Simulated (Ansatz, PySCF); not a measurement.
Pulling on the B1–H3 bond in iminoborane (SMILES B=N) (multiplicity 1 held, fragments rigid). Energies count from the point at 1.167 Å.
Geometry at that point (charge 0, multiplicity 1):
```xyz
4

B      0.000     0.000    -0.692
N      0.000     0.000     0.541
H      0.000     0.000    -1.859
H      0.000     0.000     1.533
```

U- levels take the lowest unrestricted solution at each point, which mixes spins at long bonds. Active spaces are followed from a long bond inwards. Curves can end on different states.

Cores are frozen in the correlated methods. Rows in 6-31G* carry no dispersion term and start afresh at each structure (6-31G* with six Cartesian d functions). MP2/6-31G* freezes PySCF's default core.

Run with Ansatz (Gaussian basis) for Hartree–Fock, density functionals and correlated methods; PySCF for 6-31G* rows. 

Energies in kcal/mol.

```csv
R (Å),R-HF/6-31G*,R-MP2/6-31G*,U-MP2/cc-pVTZ,"CASSCF(2,2)/cc-pVTZ","FIC-MRCISD+Q on CASSCF(2,2)/cc-pVTZ"
0.933,28.1,28.5,26.3,28.9,26.5
1.050,5.7,6.0,5.3,6.6,5.4
1.167,0.0,0.0,0.0,0.0,0.0
1.284,3.9,3.5,3.7,2.3,3.4
1.400,13.3,12.2,12.3,9.5,11.6
1.575,32.1,29.9,29.6,24.6,28.0
1.750,52.7,48.9,48.6,40.8,45.6
2.042,86.1,78.6,88.3,64.8,71.8
2.334,115.7,103.2,104.6,82.2,91.1
2.684,145.7,125.0,111.6,94.4,104.9
3.151,176.7,141.7,114.2,101.0,112.5
3.734,204.0,145.2,114.9,103.1,115.0
```

Doubts at one or more of the structures used: a restricted determinant that unrestricted orbitals would lower (R-HF/6-31G*, R-MP2/6-31G*); a spin-contaminated determinant (U-MP2/cc-pVTZ).

Ansatz is an electronic-structure program.
